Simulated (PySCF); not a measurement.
Computed with ωB97X-D3(BJ)/def2-TZVP // B3LYP-D3(BJ)/def2-TZVP run with PySCF. All species are isolated molecules in the gas phase. Excitations are Tamm–Dancoff values on a coarser integration grid. The basis has no diffuse functions, so Rydberg states are missing or too high.

Reference species (SMILES): `C(C#C)F` (neutral, multiplicity 1).

```yaml
HOMO–LUMO gap: 12.91 eV
S1 excitation (TDA): 6.21 eV
S1 oscillator strength: 0.000
```

After one change: the HOMO–LUMO gap decreases by 0.08 eV; the S1 excitation (TDA) falls by 0.07 eV; the S1 oscillator strength is nearly the same.

What was changed between the two runs? The new species is one of these.
A) `C#C[SiH3]`
B) `[C-]#[N+]C#C`
C) `C#CB(O)O`
D) `C#CN`

A, `C#C[SiH3]`
